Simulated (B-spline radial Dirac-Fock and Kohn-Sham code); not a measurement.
**Two-hole binding energies of Au²⁺**

System: gold as Au²⁺, 1s2 2s2 2p6 3s2 3p6 3d10 4s2 4p6 4d10 4f14 5s2 5p6 5d9.

The run's input, task.json:

```json
{"items": [{
  "Z": 79,
  "q": 2,
  "cfg": [[1, 0, 2], [2, 0, 2], [2, 1, 6], [3, 0, 2], [3, 1, 6], [3, 2, 10], [4, 0, 2], [4, 1, 6], [4, 2, 10], [4, 3, 14], [5, 0, 2], [5, 1, 6], [5, 2, 9]],
  "A": 197,
  "rrms": 5.4371,
  "do": ["binding", "quiet", "double"]
}]}
```

Command: `python xray_run.py task.json out`

The computed values come from a radial atomic solver: Dirac-Fock ΔSCF + Breit + QED. U is the two-hole binding energy less the two single-hole energies, the effective repulsion of the holes after relaxation. Each two-hole energy is an average over J within one jj subconfiguration.

```
          holes  E(a) (eV)  E(b) (eV)  E(ab) (eV)  U (eV)
           1s⁻²    80750.5    80750.5    163045.4  1544.5
   1s⁻¹ 3d3/2⁻¹    80750.5     2323.1     83183.2   109.6
        2p1/2⁻²    13764.8    13764.8     27846.8   317.2
   2s⁻¹ 2p3/2⁻¹    14392.1    11950.0     26555.7   213.6
   2s⁻¹ 3p1/2⁻¹    14392.1     3185.4           ?       ?
   2p1/2⁻¹ 3s⁻¹    13764.8     3464.5     17326.8    97.6
   2s⁻¹ 3p3/2⁻¹    14392.1     2780.5     17265.3    92.7
2p1/2⁻¹ 3p3/2⁻¹    13764.8     2780.5     16643.2    97.9
3p1/2⁻¹ 3p3/2⁻¹     3185.4     2780.5      6032.3    66.4
        3d3/2⁻²     2323.1     2323.1      4724.9    78.7
        4d3/2⁻²      386.8      386.8       803.1    29.5
        4f5/2⁻²      116.2      116.2       260.5    28.1
4f5/2⁻¹ 4f7/2⁻¹      116.2      112.5       257.5    28.8
        5p3/2⁻²      88.47      88.47       193.8    16.9
```

Question: Give the missing two-hole energy and U.

Answer: E(ab) = 17679.8 eV and U = 102.2 eV.
